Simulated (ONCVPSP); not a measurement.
Building the ONCV potential for cobalt (Co) (PBE, scalar-relativistic).

```
Element                 : Co
Generator               : ONCVPSP 4.0.1
Type                    : optimised norm-conserving Vanderbilt (ONCV)
Functional              : PBE
Relativity              : scalar-relativistic
Frozen core             : [Ne]
Valence charge          : 17
Reference configuration : 3s2 3p6 3d7 4s1 (charge +1)
Partial waves           : 3s+4s: rc 1.30 bohr, ncon 4, nbas 7, qcut 9.8 1/bohr, 2 projectors; 3p: rc 1.00 bohr, ncon 4, nbas 7, qcut 16.2 1/bohr, 2 projectors, debl 3.5 Ha; 3d: rc 1.20 bohr, ncon 4, nbas 9, qcut 10.6 1/bohr, 3 projectors, debl 0.8 Ha
Local potential         : polynomial inside 0.90 bohr (lpopt 5, dvloc0 0 Ha)
Core correction         : Teter function, fcfact 4, rcfact 1.15
```

All-electron outer shells of the reference configuration (PBE, scalar-relativistic, ld1.x):

```
shell  level (eV)  outermost node (bohr)  outermost maximum (bohr)
   2p     -778.64                      –                      0.17
   3s     -111.23                   0.31                      0.66
   3p      -74.47                   0.28                      0.68
   3d      -16.96                      –                      0.66
   4s      -12.76                   0.96                      2.21
```

What the tests gave:

| Item | Value |
| --- | --- |
| Cutoffs needed | 61 Ha and 149 Ha (the cutoffs (Ha) at which the residual kinetic energy of the hardest occupied pseudo-wave falls to 1 and 0.1 mHa per electron) |
| Ghost test | no bound ghost flagged; GHOST(+) flagged for d at 221.1 eV |
| Largest excitation error | -246 meV (all-electron minus pseudo) for 3s1 3p6 3d7 4s2, out of 4 test configurations |
| rms error of d²Exc/dni dnj | 2.34 mHa without and 1.11 mHa with the model core |

Generation and tests took about 3.4 s on one core of a shared server CPU.
